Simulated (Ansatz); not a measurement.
Gas-phase electronic energies from Ansatz, PBE0-D4/def2-TZVP geometries. CCSD(T)/CBS adds triple-zeta CCSD(T) − MP2 to the extrapolated MP2 energy (def2 sets, frozen cores). Functionals use def2-TZVPP. Elements past krypton have def2 core potentials. For In, Sn outer-core shells are correlated without core-valence functions, which leaves a few kJ/mol of doubt a bond. Each species was taken in one conformer, which may not be the lowest.

Consider the redistribution: `O[CH2][In]([OH])[Cl]` + `[NH2][SnH2][Cl]` → `[OH][In]([Cl])[Cl]` + `[NH2][SnH2][CH2]O`.

CCSD(T)/CBS gives +13.8 kJ/mol.

(1) Another level gave +19.0 kJ/mol. Which?
A. r2SCAN/def2-TZVPP
B. CCSD(T)/def2-TZVPP
C. PBE0-D4/def2-TZVPP
D. ωB97X-V/def2-TZVPP

Largest T1 diagnostic among the species: 0.015.

## Answers

(1) C. PBE0-D4 19.0, CCSD(T)/def2-TZVPP 10.4, r2SCAN 23.1, ωB97X-V 14.4 kJ/mol.

In def2-TZVPP, CCSD(T) changes the Hartree–Fock value by +7.9 kJ/mol (the triples alone add +1.2 kJ/mol) and MP2 by +11.4 kJ/mol. From PBE to PBE0 (25 % exact exchange), in def2-TZVPP and without D4, ΔE moves by −6.2 kJ/mol.

CCSD(T)/CBS has its own doubt, a few kJ/mol and more with outer-core shells, so smaller differences from it don't rank the levels.
